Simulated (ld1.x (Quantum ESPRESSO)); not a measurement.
dysprosium, ultrasoft: configuration errors across variants

```
Element                 : Dy (Z = 66)
Generator               : ld1.x (Quantum ESPRESSO) 7.5
Type                    : ultrasoft
Functional              : PBE
Relativity              : fully relativistic
Frozen core             : [Kr]
Valence charge          : 30
Reference configuration : 4d10 4f10 5s2 5p6 5d1 6s1 6p0
Partial waves           : 5s (bound): rcut 1.80, rcutus 2.35 bohr; 6s (bound): rcut 1.80, rcutus 2.35 bohr; 5p (bound): rcut 2.05, rcutus 2.45 bohr; 6p (bound, empty): rcut 2.05, rcutus 2.45 bohr; 4d (bound): rcut 0.85, rcutus 0.90 bohr; 5d (bound): rcut 0.85, rcutus 0.90 bohr; 4f (bound): rcut 1.10, rcutus 1.20 bohr; 4f channel at 4.6 Ry: rcut 1.10, rcutus 1.20 bohr
Local potential         : all-electron potential smoothed inside 1.30 bohr (lloc = -2)
Core correction         : none
Augmentation charge     : PSQ, radius 1.00 bohr
```

Open shells are filled in proportion to 2j + 1 (rel_dist='average').

All-electron excitation energies from the reference (eV): (1) 4d10 4f10 5s2 5p6 5d0 6s2 6p0 -2.628; (2) 4d10 4f10 5s2 5p6 5d0 6s1 6p0 3.611; (3) 4d10 4f10 5s2 5p6 5d0 6s0 6p0 15.278; (4) 4d10 4f9 5s2 5p6 5d0 6s2 6p0 7.522; (5) 4d10 4f10 5s2 5p6 5d0 6s1 6p1 0.034.

The overlap operator is not positive definite (basis up to 400 Ry) in “base”, “waves 5p (bound): rcut 2.05, rcutus 2.50 bohr; 6p (bound): rcut 2.05, rcutus 2.50 bohr”, “waves 5p (bound): rcut 2.05, rcutus 2.86 bohr; 6p (bound): rcut 2.05, rcutus 2.86 bohr”, “waves 5p (bound): rcut 2.05, rcutus 3.04 bohr; 6p (bound): rcut 2.05, rcutus 3.04 bohr”, “waves 5p (bound): rcut 2.05, rcutus 3.28 bohr; 6p (bound): rcut 2.05, rcutus 3.28 bohr”, “waves 5p (bound): rcut 2.05, rcutus 3.56 bohr; 6p (bound): rcut 2.05, rcutus 3.56 bohr”. Such files are unfit for use, however small their errors in these radial tests.

Tests that are not counted but printed errors over 1 eV. “base”: 4d10 4f9 5s2 5p6 5d0 6s0 6p0 (solver errors, printed error -10528 eV); 4d10 4f9 5s2 5p6 5d1 6s1 6p0 (solver errors, printed error -1.2 eV). “waves 5p (bound): rcut 2.05, rcutus 2.50 bohr; 6p (bound): rcut 2.05, rcutus 2.50 bohr”: 4d10 4f9 5s2 5p6 5d0 6s0 6p0 (solver errors, printed error -10628 eV).

1 further variants failed, have other tests or too few solved ones, and are left out.

Errors AE − PS in meV (a dash: test not solved or not reliable):

```tsv
change	(1)	(2)	(3)	(4)	(5)	bound ghosts
base	+0.5	+1.1	+2.2	+131	+0.9	not determined (overlap not positive)
waves 5p (bound): rcut 1.56, rcutus 1.66 bohr; 6p (bound): rcut 1.56, rcutus 1.66 bohr	+0.5	+1.3	+2.7	–	–	not determined
waves 5p (bound): rcut 2.05, rcutus 2.50 bohr; 6p (bound): rcut 2.05, rcutus 2.50 bohr	+0.5	+1.2	+2.1	–	+1.0	not determined (overlap not positive)
waves 5p (bound): rcut 2.05, rcutus 2.86 bohr; 6p (bound): rcut 2.05, rcutus 2.86 bohr	+2.2	+3.7	+7.2	–	–	not determined (overlap not positive)
waves 5p (bound): rcut 2.05, rcutus 3.04 bohr; 6p (bound): rcut 2.05, rcutus 3.04 bohr	–	–	–	–	–	not determined (overlap not positive)
waves 5p (bound): rcut 2.05, rcutus 3.28 bohr; 6p (bound): rcut 2.05, rcutus 3.28 bohr	–	–	–	–	–	not determined (overlap not positive)
waves 5p (bound): rcut 2.05, rcutus 3.56 bohr; 6p (bound): rcut 2.05, rcutus 3.56 bohr	–	–	–	–	–	not determined (overlap not positive)
```

Question: Give the same row for: waves 5p (bound): rcut 2.02, rcutus 2.14 bohr; 6p (bound): rcut 2.02, rcutus 2.14 bohr.

Answer: +0.5, +1.3, +2.7, +67, +1.0; bound ghosts: not determined. Not counted: 4d10 4f9 5s2 5p6 5d0 6s0 6p0 (solver errors, printed error -10708 eV).
